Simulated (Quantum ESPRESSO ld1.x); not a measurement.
Values are calculated unless marked as measured or tabulated.
Task: Coherent X-ray form factor from a spherical all-electron density. Level of theory: scalar-relativistic Kohn-Sham, LDA (Slater exchange, Perdew-Wang correlation), spin-polarised, spherical densities, point nucleus (ld1.x of Quantum ESPRESSO 7.5).

sin(theta)/lambda (1/angstrom)  f0 (electrons)
0.05                                    79.782
0.1                                     76.751
0.15                                    72.893
0.2                                     68.800
0.25                                    64.764
0.3                                     60.925
0.4                                     54.045
0.5                                     48.259
0.6                                     43.413
0.8                                     35.694
1                                       29.630
1.25                                    23.753
1.5                                     19.617
2                                       15.059

The species is in the configuration that NIST lists as its ground one. Which atom or ion scatters so?

Result: Neutral thallium, [Hg] 6p1. Extrapolating in s^2 from the first two rows gives f0(0) = 80.8, near the electron count 81; among species with that count, the fall with angle is slower the higher Z, and the table is that of Z = 81; from so few rows the species is fixed only to a neighbour or two.
